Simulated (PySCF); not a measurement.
Isomers of C4H8ClFSi2, mass 165.984 u with the commonest isotopes. The calculation used CAM-B3LYP/def2-SVPD in PySCF (dipole) on a GFN2-xTB geometry, gas phase. One conformer each, none proved a minimum here; rigid rotors.

Task: Order these by dipole moment, smallest first.
A. `[CH2:1]=[C:2]([F:3])[C@@H:4]1[SiH2:5][CH2:6][Si@H:7]1[Cl:8]` with C1–C2–C4–Si5 -125°
B. `[F:1][Si@@:2]1([SiH3:3])[CH:4]=[CH:5][CH2:6][C@@H:7]1[Cl:8]` with F1–Si2–C4–C5 102°, C4–C5–C6–C7 9°, C5–C6–C7–Cl8 106°, F1–Si2–C7–C6 -100°
C. `[F:1][Si@@:2]1([SiH3:3])[CH:4]=[CH:5][CH2:6][C@H:7]1[Cl:8]` with F1–Si2–C4–C5 122°, C4–C5–C6–C7 -15°, C5–C6–C7–Cl8 -97°, F1–Si2–C7–C6 -130°

Result: A (1.15 D), B (1.66 D), C (3.54 D).

Task: Order these by rotational constant B, largest first.
A. `[CH2:1]=[C:2]([F:3])[C@@H:4]1[SiH2:5][CH2:6][Si@H:7]1[Cl:8]` with C1–C2–C4–Si5 -125°
B. `[F:1][Si@@:2]1([SiH3:3])[CH:4]=[CH:5][CH2:6][C@H:7]1[Cl:8]` with F1–Si2–C4–C5 122°, C4–C5–C6–C7 -15°, C5–C6–C7–Cl8 -97°, F1–Si2–C7–C6 -130°
C. `[F:1][Si@@:2]1([SiH3:3])[CH:4]=[CH:5][CH2:6][C@@H:7]1[Cl:8]` with F1–Si2–C4–C5 102°, C4–C5–C6–C7 9°, C5–C6–C7–Cl8 106°, F1–Si2–C7–C6 -100°

Result: C (1101 MHz), B (879.9 MHz), A (855.2 MHz).

Task: Order these by radius of gyration √(Σ m r²/M), smallest first.
A. `[CH2:1]=[C:2]([F:3])[C@@H:4]1[SiH2:5][CH2:6][Si@H:7]1[Cl:8]` with C1–C2–C4–Si5 -125°
B. `[F:1][Si@@:2]1([SiH3:3])[CH:4]=[CH:5][CH2:6][C@H:7]1[Cl:8]` with F1–Si2–C4–C5 122°, C4–C5–C6–C7 -15°, C5–C6–C7–Cl8 -97°, F1–Si2–C7–C6 -130°
C. `[F:1][Si@@:2]1([SiH3:3])[CH:4]=[CH:5][CH2:6][C@@H:7]1[Cl:8]` with F1–Si2–C4–C5 102°, C4–C5–C6–C7 9°, C5–C6–C7–Cl8 106°, F1–Si2–C7–C6 -100°

Result: C (2.117 Å), B (2.167 Å), A (2.220 Å).

```tsv
SMILES	point group	Ia (u·Å²)	Ib (u·Å²)	Ic (u·Å²)	κ	μa (D)	μb (D)	μc (D)
F[Si@@]1([SiH3])C=CC[C@H]1Cl	C1	309.53	574.33	675.32	-0.70	1.18	2.89	1.66
F[Si@@]1([SiH3])C=CC[C@@H]1Cl	C1	373.53	459.16	655.45	0.13	1.11	0.79	0.94
C=C(F)[C@@H]1[SiH2]C[Si@H]1Cl	C1	306.34	590.92	739.11	-0.64	0.01	0.95	0.65
```
